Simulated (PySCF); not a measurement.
Equivalent nuclei averaged, one conformer, no solvent, no relativistic terms. PBE0/pcSseg-1 with gauge-including orbitals; geometry from GFN2-xTB; PySCF.

Chemical shifts δ = σref − σ; $^{1}$H (σref 31.72) and $^{13}$C (σref 186.93) vs TMS, all at this level. Shifts are as computed. Against solution values, carbons near 30 ppm lie about +3 ppm off and those near 130 ppm about +5 ppm; carbons on Cl a further +6 ppm. Of 1211 compounds with measured shifts, 218 miss one by over three times the rms of a fit or turn the order of signals round; such compounds aren't used in these exercises. Carbons bonded to Cl come out too deshielded. OH and NH positions are gas-phase values without hydrogen bonding to other molecules.

Q: Order these molecules by the shift of their most shielded carbon, lowest δ first.
A. C=C(C)/C=C/Cl
B. CO[SiH2]N[SiH3]
C. [SiH3]/C=C(\[SiH3])Cl
D. CC#CPc1cccc(F)c1

A: D (6.2 ppm, propargylic methyl carbon), A (20.7 ppm, allylic methyl carbon), B (52.2 ppm, methyl carbon bonded to O), C (141.1 ppm, alkene CH).

Q: Order these molecules by the shift of their most deshielded carbon-bound hydrogen, lowest δ first.
A. CC#CPc1cccc(F)c1
B. C=C(C)/C=C/Cl
C. CO[SiH2]N[SiH3]

A: C (3.87 ppm, hydrogen on a methyl carbon bonded to O), B (6.74 ppm, hydrogen on an alkene CH), A (7.76 ppm, hydrogen on an aromatic CH).

Q: How many $^{13}$C and $^{1}$H signals does each give (equivalence by symmetry and fast rotation, but not about amide C–N or C=N bonds)? `CC#CPc1cccc(F)c1`, `[SiH3]/C=C(\[SiH3])Cl`, `CO[SiH2]N[SiH3]`, `C=CCC(=C)Cl`, `C=C(C)/C=C/Cl`

A: CC#CPc1cccc(F)c1: 9 C, 6 H; [SiH3]/C=C(\[SiH3])Cl: 2 C, 3 H; CO[SiH2]N[SiH3]: 1 C, 4 H; C=CCC(=C)Cl: 5 C, 6 H; C=C(C)/C=C/Cl: 5 C, 5 H.
